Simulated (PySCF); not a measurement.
Start geometry of `FBC#CC#C[SiH3]` from a GFN2-xTB structure with every atom displaced at random (by about 0.01 Å) (Å):
```
atom  x, y, z in Å
F1     4.402   -0.059    1.535
B2     3.787    0.300    0.397
C3     2.284    0.143    0.246
C4     1.134    0.028    0.110
C5    -0.240   -0.116   -0.051
C6    -1.443   -0.224   -0.177
Si7   -3.255   -0.415   -0.376
H8     4.491    0.729   -0.466
H9    -3.619   -1.773    0.038
H10   -3.590   -0.171   -1.774
H11   -3.914    0.572    0.503
```

Question: What comes out of this run: PySCF, PBE0-D3(BJ)/def2-SVP geometry optimisation, gas phase?

Answer: 
```
atom  x, y, z in Å
F1     4.4284    0.1751    1.6196
B2     3.8198    0.3601    0.4625
C3     2.3096    0.1924    0.3542
C4     1.1008    0.0572    0.1873
C5    -0.2415   -0.1006    0.0008
C6    -1.4463   -0.2476   -0.1756
Si7   -3.2487   -0.4743   -0.4413
H8     4.4916    0.6577   -0.4954
H9    -3.6173   -1.8684   -0.0635
H10   -3.5677   -0.2355   -1.8777
H11   -3.9883    0.4981    0.4127
```

The energy falls by 6.2 kcal/mol over 9 energy and gradient evaluations, the largest force component goes from 0.1571 to 2.9e-04 Eh/bohr, and the atoms move by 0.083 Å rms after alignment. The bond that changes most is C3≡C4 (both ends alkyne carbon), which lengthens by 0.063 Å. Bonds longer at the end by more than 0.005 Å: 7 of 10; shorter: 2. Among the angles that change most is B2–C3–C4, from 179.0° to 176.3°. Rotational constants go from 24580, 500.6, 493.4 to 26731, 491.4, 485.3 MHz. The orientation of the end geometry is arbitrary; only internal coordinates are fixed.

The run used 122 basis functions and 66 SCF cycles in all. Hardware: one thread, Arm Neoverse V1 (aarch64), shared host with 32 logical CPUs at a one-minute load of 29. Cost: 51 s, 0.49 GiB resident at most.

No PBE0-D3(BJ)/def2-SVP frequencies stand behind this structure, so it isn't proved a minimum.
